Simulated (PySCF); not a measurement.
PySCF input file for N,N-dimethyl-1-methylsilylmethanamine (C₄H₁₃NSi), SMILES N(C)(C)C[SiH2]C, PBE-D3(BJ)/def2-SVP. Geometry: PBE-D3(BJ)/def2-SVP. Other conformers were not sampled.

```python
import numpy as np
from pyscf import gto, scf, dft, df
from pyscf.hessian import thermo

mol = gto.M(
    atom='''
    C     2.97788555   -0.35106046    0.20285607
    Si    1.37659086    0.57864777   -0.18666815
    C    -0.09883259   -0.57320741    0.19848892
    N    -1.39761241   -0.14551393   -0.29946290
    C    -2.40396261   -1.18124630   -0.16510914
    C    -1.84059762    1.11511561    0.26239200
    H     2.99999672   -0.67014733    1.26489887
    H     3.86370635    0.29046239    0.02249499
    H     3.07657219   -1.25621892   -0.43019265
    H     1.32363670    1.83634194    0.64417888
    H     1.33657101    0.98157251   -1.63805399
    H    -0.10229085   -0.78134929    1.30899935
    H     0.15850326   -1.54580222   -0.27840329
    H    -2.62271958   -1.45545089    0.90413509
    H    -3.35649759   -0.85073862   -0.62866412
    H    -2.07432011   -2.10388100   -0.68553824
    H    -2.80399339    1.41738898   -0.19679032
    H    -1.99168712    1.08045901    1.37718404
    H    -1.10341922    1.91728335    0.05357875
    ''',
    basis='def2-SVP',
    charge=0,
    spin=0,
    max_memory=1600,
    verbose=3,
)
mf = dft.RKS(mol, xc='pbe').density_fit(auxbasis='def2-universal-jkfit')
mf.disp = 'd3bj'
mf.grids.level = 3
mf.conv_tol = 1e-11
mf.max_cycle = 100
mf.kernel()

# [left out here: the lines that compute and print the analytic Hessian (its translational invariance restored by hand, since the grid's response is missing), thermochemistry and intensities]
```

It prints:

```
[...]
      10   H                -0.00 -0.01 -0.00   -0.00  0.00  0.00   -0.00  0.03 -0.14
      11   H                 0.16 -0.23 -0.06    0.05 -0.03  0.00   -0.01 -0.00 -0.00
      12   H                 0.13 -0.09  0.28    0.02 -0.01  0.02   -0.00 -0.01 -0.00
      13   H                -0.02 -0.40 -0.11    0.29 -0.31 -0.03    0.00  0.00 -0.00
      14   H                 0.01  0.02  0.00    0.17  0.16 -0.24   -0.00 -0.00  0.00
      15   H                -0.13 -0.21  0.32   -0.14 -0.20  0.28    0.00  0.00 -0.00
      16   H                -0.14  0.08  0.40    0.12 -0.10 -0.32    0.00  0.00  0.00
      17   H                -0.37  0.19 -0.07    0.43  0.14  0.05   -0.00  0.00 -0.00
      18   H                 0.04 -0.06 -0.03   -0.09  0.16  0.35   -0.00 -0.00 -0.00
Mode                                39                  40                  41
Irrep
Freq [cm^-1]                     2155.2553           2779.1790           2818.7214
Reduced mass [au]                   1.0433              1.0718              1.0608
Force const [Dyne/A]                2.8554              4.8774              4.9659
Char temp [K]                    3100.9325           3998.6199           4055.5125
Normal mode                   x     y     z       x     y     z       x     y     z
       0   C                -0.00  0.00  0.00    0.00  0.00  0.00    0.00  0.00  0.00
       1  Si                 0.00 -0.01  0.03   -0.00 -0.00 -0.00    0.00 -0.00 -0.00
       2   C                 0.00  0.00  0.00    0.00  0.02 -0.07   -0.00  0.00 -0.00
       3   N                -0.00  0.00 -0.00   -0.00  0.00 -0.00   -0.00 -0.00 -0.00
       4   C                -0.00  0.00 -0.00   -0.00 -0.00  0.01   -0.01 -0.01  0.04
       5   C                -0.00 -0.00 -0.00   -0.00 -0.00  0.01    0.01 -0.00 -0.05
       6   H                 0.00 -0.00  0.00    0.00  0.00 -0.00    0.00 -0.00 -0.00
       7   H                -0.00 -0.00  0.00    0.00 -0.00  0.00    0.00 -0.00  0.00
       8   H                 0.00  0.00  0.00   -0.00  0.00  0.00   -0.00 -0.00 -0.00
       9   H                 0.01 -0.12 -0.06    0.00  0.00  0.00   -0.00  0.00  0.00
      10   H                -0.03  0.26 -0.93   -0.00 -0.00  0.01    0.00  0.00  0.00
      11   H                -0.01 -0.01  0.01   -0.02 -0.16  0.93    0.00 -0.01  0.01
      12   H                -0.00  0.00  0.00    0.03 -0.08 -0.07    0.00 -0.01 -0.00
      13   H                 0.00 -0.00  0.00    0.01  0.02 -0.10    0.11  0.14 -0.59
      14   H                -0.00 -0.00  0.00    0.02 -0.01  0.01    0.09 -0.03  0.06
      15   H                 0.00  0.00  0.00   -0.01  0.02  0.02   -0.03  0.08  0.06
      16   H                -0.00 -0.00  0.00    0.02 -0.01  0.01   -0.10  0.04 -0.06
      17   H                 0.00  0.00  0.00    0.01  0.01 -0.10   -0.09 -0.04  0.70
      18   H                 0.00  0.00  0.00   -0.02 -0.02  0.01    0.07  0.08 -0.04
Mode                                42                  43                  44
Irrep
Freq [cm^-1]                     2833.3298           2976.1727           2976.8090
Reduced mass [au]                   1.0622              1.0774              1.0424
Force const [Dyne/A]                5.0240              5.6229              5.4426
Char temp [K]                    4076.5308           4282.0498           4282.9654
Normal mode                   x     y     z       x     y     z       x     y     z
       0   C                 0.00  0.00  0.00   -0.02  0.01 -0.00   -0.04  0.02 -0.01
       1  Si                -0.00 -0.00 -0.00    0.00 -0.00 -0.00    0.00 -0.00  0.00
       2   C                -0.00  0.00 -0.01    0.02 -0.06 -0.04   -0.01  0.03  0.02
       3   N                 0.00  0.00 -0.00   -0.00 -0.00 -0.00    0.00  0.00  0.00
       4   C                 0.01  0.02 -0.05   -0.00 -0.00  0.00    0.00  0.00 -0.00
       5   C                 0.01 -0.00 -0.04    0.00 -0.00  0.00   -0.00  0.00 -0.00
       6   H                 0.00  0.00 -0.00   -0.00 -0.06  0.21   -0.00 -0.15  0.52
       7   H                 0.00 -0.00  0.00    0.16  0.12 -0.03    0.39  0.30 -0.09
       8   H                -0.00  0.00  0.00    0.01 -0.18 -0.13    0.04 -0.43 -0.31
       9   H                 0.00  0.00  0.00    0.00  0.00  0.00   -0.00 -0.00 -0.00
      10   H                 0.00  0.00  0.00   -0.00  0.00  0.00   -0.00  0.00 -0.00
      11   H                 0.01 -0.03  0.15   -0.00 -0.03  0.08    0.00  0.01 -0.03
      12   H                 0.00  0.00 -0.00   -0.19  0.77  0.38    0.08 -0.32 -0.16
      13   H                -0.13 -0.17  0.67    0.00  0.00 -0.01   -0.00 -0.00  0.01
      14   H                -0.08  0.03 -0.06    0.01 -0.00  0.01   -0.00  0.00 -0.00
      15   H                 0.03 -0.08 -0.06    0.00  0.01  0.00   -0.00 -0.00 -0.00
      16   H                -0.07  0.03 -0.04   -0.02  0.01 -0.01    0.01 -0.00  0.00
      17   H                -0.08 -0.02  0.61    0.00  0.00 -0.01   -0.00 -0.00  0.01
      18   H                 0.05  0.06 -0.03    0.01  0.02 -0.00   -0.00 -0.00  0.00
Mode                                45                  46                  47
Irrep
Freq [cm^-1]                     2994.0593           2997.9149           3050.2472
Reduced mass [au]                   1.0720              1.0718              1.1050
Force const [Dyne/A]                5.6621              5.6754              6.0574
Char temp [K]                    4307.7848           4313.3320           4388.6266
Normal mode                   x     y     z       x     y     z       x     y     z
       0   C                -0.00  0.00 -0.00   -0.00 -0.00 -0.00   -0.00 -0.00 -0.00
       1  Si                -0.00 -0.00  0.00   -0.00  0.00 -0.00    0.00  0.00  0.00
       2   C                -0.00 -0.00 -0.00    0.00 -0.00 -0.00    0.00 -0.00 -0.00
       3   N                 0.00 -0.00  0.00   -0.00 -0.00 -0.00   -0.00  0.00  0.00
       4   C                 0.03  0.02  0.06   -0.00 -0.00  0.00   -0.06  0.06  0.00
       5   C                 0.00 -0.00 -0.00   -0.01  0.06 -0.05    0.02  0.01  0.00
       6   H                -0.00 -0.00  0.00    0.00 -0.00  0.00    0.00 -0.00  0.00
       7   H                 0.00  0.00 -0.00    0.00  0.00 -0.00    0.00  0.00 -0.00
       8   H                 0.00 -0.00 -0.00    0.00 -0.00 -0.00    0.00  0.00  0.00
       9   H                 0.00  0.00 -0.00    0.00 -0.00  0.00    0.00 -0.00 -0.00
      10   H                 0.00  0.00 -0.00    0.00 -0.00  0.00   -0.00 -0.00  0.00
      11   H                -0.00 -0.00  0.01    0.00 -0.00 -0.01    0.00  0.00  0.00
      12   H                -0.00  0.01  0.01   -0.01  0.03  0.02    0.00 -0.00 -0.00
      13   H                 0.04  0.05 -0.17    0.00  0.00 -0.01   -0.01  0.01  0.00
      14   H                -0.58  0.22 -0.28    0.01  0.00  0.00    0.54 -0.19  0.27
      15   H                 0.21 -0.54 -0.30   -0.00  0.01  0.00    0.20 -0.55 -0.32
      16   H                 0.00  0.00  0.00    0.58 -0.17  0.27   -0.13  0.04 -0.06
      17   H                -0.00 -0.00  0.02   -0.02 -0.00  0.17    0.00  0.00 -0.00
      18   H                -0.00 -0.00 -0.00   -0.46 -0.48  0.12   -0.10 -0.11  0.03
Mode                                48                  49                  50
Irrep
Freq [cm^-1]                     3053.1982           3075.1758           3079.6269
Reduced mass [au]                   1.1042              1.1023              1.1022
Force const [Dyne/A]                6.0649              6.1415              6.1589
Char temp [K]                    4392.8725           4424.4934           4430.8974
Normal mode                   x     y     z       x     y     z       x     y     z
       0   C                 0.00  0.00  0.00   -0.01  0.02  0.09   -0.05 -0.07  0.01
       1  Si                 0.00 -0.00 -0.00   -0.00  0.00  0.00   -0.00 -0.00  0.00
       2   C                 0.00 -0.00 -0.00   -0.00  0.00  0.00    0.00 -0.00 -0.00
       3   N                -0.00  0.00 -0.00    0.00 -0.00 -0.00    0.00  0.00  0.00
       4   C                -0.01  0.01  0.00   -0.00  0.00  0.00    0.00 -0.00 -0.00
       5   C                -0.08 -0.02 -0.01    0.00  0.00  0.00   -0.00 -0.00  0.00
       6   H                 0.00  0.00 -0.00   -0.01  0.21 -0.68   -0.01  0.07 -0.26
       7   H                -0.00 -0.00  0.00    0.09  0.07 -0.00    0.63  0.45 -0.13
       8   H                -0.00 -0.00 -0.00    0.05 -0.51 -0.34   -0.05  0.36  0.27
       9   H                -0.00  0.00  0.00    0.00 -0.00 -0.00   -0.00  0.00  0.00
      10   H                -0.00  0.00  0.00   -0.00  0.00 -0.00    0.00  0.00 -0.00
      11   H                -0.00 -0.00  0.00    0.00  0.00 -0.00    0.00  0.00 -0.00
      12   H                 0.00  0.00  0.00    0.00 -0.01 -0.00   -0.00  0.01  0.00
      13   H                -0.00  0.00 -0.00    0.00 -0.00  0.00   -0.00 -0.00  0.00
      14   H                 0.12 -0.04  0.06    0.00 -0.00  0.00    0.00  0.00  0.00
      15   H                 0.05 -0.12 -0.07    0.00 -0.00 -0.00   -0.00  0.00  0.00
      16   H                 0.57 -0.18  0.28   -0.00  0.00 -0.00    0.00 -0.00  0.00
      17   H                -0.02 -0.01 -0.00    0.00  0.00 -0.00   -0.00  0.00 -0.00
      18   H                 0.43  0.47 -0.13   -0.00 -0.00  0.00    0.00  0.00 -0.00
temperature 298.1500 [K]
pressure 101325.00 [Pa]
Rotational constants [GHz] 6.07188 1.30597 1.14597
Symmetry number 1
Zero-point energy (ZPE) 0.15869 [Eh]   416648.536 [J/mol]
                           tot       elec      trans        rot        vib
Entropy [J/mol/K]       396.861      0.000    166.578    116.988    113.296
Cv [J/mol/K]            144.308      0.000     12.472     12.472    119.365
Cp [J/mol/K]            152.623      0.000     20.786     12.472    119.365
Internal energy [J/mol]                      3718.434   3718.434 434463.661
Internal energy [Eh]   -503.62536  -503.79367
Enthalpy [J/mol]                             6197.391   3718.434 434463.661
Enthalpy [Eh]          -503.62441
Gibbs free energy [J/mol]                  -43467.766 -31161.458 400684.468
Gibbs free energy [Eh] -503.66948
mode   freq/cm-1   IR/(km/mol)
   1       32.66         0.349
   2       91.37         0.087
   3      124.35         0.086
   4      159.74         0.039
   5      226.37         1.534
   6      258.01         1.213
   7      263.56         0.478
   8      321.59         7.022
   9      356.00         0.331
  10      431.92         1.695
  11      459.83         8.147
  12      565.12         1.991
  13      629.86         7.699
  14      692.83        30.323
  15      747.55        36.677
  16      837.70        31.344
  17      848.07        44.076
  18      856.34        25.106
  19      869.67       185.788
  20      918.69        70.096
  21     1037.41         9.497
  22     1052.98        15.226
  23     1076.71         4.604
  24     1116.90         9.093
  25     1151.52        22.679
  26     1215.87        15.639
  27     1222.50        16.691
  28     1265.04         9.144
  29     1283.72        14.402
  30     1374.81         2.879
  31     1381.92         1.507
  32     1386.97         4.610
  33     1387.50         6.162
  34     1397.65        14.329
  35     1400.85        11.449
  36     1418.76         8.914
  37     1426.53        12.472
  38     1436.46         7.590
  39     2143.19       103.868
  40     2155.26       107.781
  41     2779.18        68.087
  42     2818.72        62.915
  43     2833.33       163.221
  44     2976.17        10.769
  45     2976.81         9.456
  46     2994.06        34.580
  47     2997.91        26.016
  48     3050.25        16.023
  49     3053.20        30.061
  50     3075.18         4.068
  51     3079.63         3.318
max |gradient| / (hartree/bohr): 3.487312117620605e-05
APT charges: [-0.3312  1.0909  0.078  -0.6276  0.3554  0.324   0.02    0.016   0.0153
 -0.2758 -0.261  -0.1065 -0.0254 -0.1014 -0.0305 -0.016  -0.0212 -0.095
 -0.008 ]
```

Self-consistency was reached.
